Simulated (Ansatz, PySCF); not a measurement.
Dissociation curve of SiAl (cation, charge +1), lowest singlet found (which spin is the ground state isn't settled by this scan). Each curve is given relative to its own lowest point between 2.94 and 3.71 Å, where full CI is lowest.

```tsv
R / Å	A	B	C	D
2.94	1.2	1.7	1.0	1.3
3.16	0.0	0.0	0.0	0.0
3.40	2.2	2.0	0.8	2.3
3.71	7.5	7.3	3.4	7.9
4.13	15.9	15.7	7.8	16.7
4.58	23.9	23.6	12.3	25.4
5.08	30.8	30.3	16.1	33.0
5.80	36.9	36.0	19.1	40.2
6.74	40.6	38.8	20.7	45.1
7.96	42.6	39.1	21.3	47.7
```

Energies in mEh.

### Question
Match the curves with the methods Ansatz (a quantum-chemistry and plane-wave program) with CCSD on RHF/aug-cc-pVDZ, frozen core; restricted PBE/aug-cc-pVDZ (Ansatz); MP2 on RHF/aug-cc-pVDZ, frozen core run with Ansatz; unrestricted Hartree-Fock/3-21G run with PySCF.

### Answer
A is RCCSD; B is RKS-PBE; C is UHF/3-21G; D is RMP2.

The scan ran from 1.65 to 7.96 Å; beyond the distances shown full CI changes its symmetry label. The restricted form behind RKS-PBE, RMP2 keeps the bonding electrons paired and can't separate into open-shell fragments. The unrestricted determinant behind UHF/3-21G is spin-contaminated at 2.94 to 7.96 Å (<S²> up to 1.1, against 0.00 for a pure singlet).
